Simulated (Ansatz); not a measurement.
# Worked example: the barrier

An elementary step of SiPH$_{7}$SO, singlet (SiH₄SO ([OH][SiH2][SH]) + PH₃ → SiPH₅O ([OH][SiH2][PH2]) + H₂S; bonds formed: Si1–P7, S2–H6; bonds broken: Si1–S2, H6–P7). “Start” is the structure reached by relaxing down from the saddle towards the reactants; PBE0-D4/def2-TZVP structures. The saddle:

```
atom    x (Å)    y (Å)    z (Å)
 Si1  -0.9660   0.0153   0.0216
  S2   0.7140  -2.1264   0.5566
  H3  -1.3985  -0.9220  -1.0364
  H4  -1.2701  -0.1955   1.4457
  O5  -1.7698   1.4437  -0.2880
  H6   1.7912  -0.5062   0.6483
  P7   1.2331   0.6035  -0.1940
  H8   0.5322  -1.9623   1.8762
  H9  -2.0501   1.5998  -1.1907
 H10   1.5631   1.9795  -0.4040
 H11   1.6207   0.0705  -1.4351
```

Program: Ansatz 0.2.0. Basis: def2-TZVPP and def2-QZVPP. Cores are frozen in the correlated methods.

Energies in eV:

| quantity | saddle | start |
| --- | --- | --- |
| Hartree–Fock, triple zeta (X = 3) | -30100.60467 | -30103.37637 |
| Hartree–Fock, quadruple zeta (X = 4) | -30101.55429 | -30104.31429 |
| MP2 correlation, X = 3 | -20.34955 | -19.65465 |
| MP2 correlation, X = 4 | -21.99919 | -21.25071 |
| CCSD(T) correlation, X = 3 | -22.79589 | -22.17008 |

(1) Work out the barrier at the basis limit: extrapolate Hartree–Fock as E(X) = E∞ + A exp(−7.88 √X) and the MP2 correlation as E(X) = E∞ + B X^−2.97 (the exponents that Neese and Valeev fitted for def2-TZVPP and QZVPP), then add CCSD(T) − MP2 in triple zeta.

T1 diagnostic: at most 0.016.

Results:

(1) Each step is linear, so take the differences first (saddle − start): Hartree–Fock 2.77170 (X = 3) and 2.76000 (X = 4); MP2 correlation -0.69490 and -0.74848; CCSD(T) correlation -0.62581.
Two points give E∞ = E(4) + w [E(4) − E(3)], with w = 1/(exp(7.88 (2 − √3)) − 1) = 0.1377 for Hartree–Fock and w = 1/((4/3)^2.97 − 1) = 0.7407 for the correlation.
Hartree–Fock: 2.76000 + 0.1377 × (-0.01170) = 2.7584 eV.
MP2 correlation: -0.74848 + 0.7407 × (-0.05358) = -0.7882 eV.
CCSD(T) − MP2: -0.62581 − (-0.69490) = 0.0691 eV.
Sum: 2.7584 + (-0.7882) + 0.0691 = 2.0393 eV, or 47.03 kcal/mol. Plain CCSD(T) in triple zeta gives 2.1459 eV, so the larger basis shifts the result by -0.1066 eV.

Labels in which every atom is bracketed show which atoms are joined, not bond orders.

For scale, one of the runs: CCSD(T)/def2-TZVPP, 255 basis functions, launched by `ansatz run in.yaml --threads 4 --pin off --events-out ev --progress --plain --max-ram 9574MiB`. Time: 110 s of wall clock on 4 CPU threads of an Arm Neoverse V2; the host was shared. Peak host memory: 5.2 GiB.
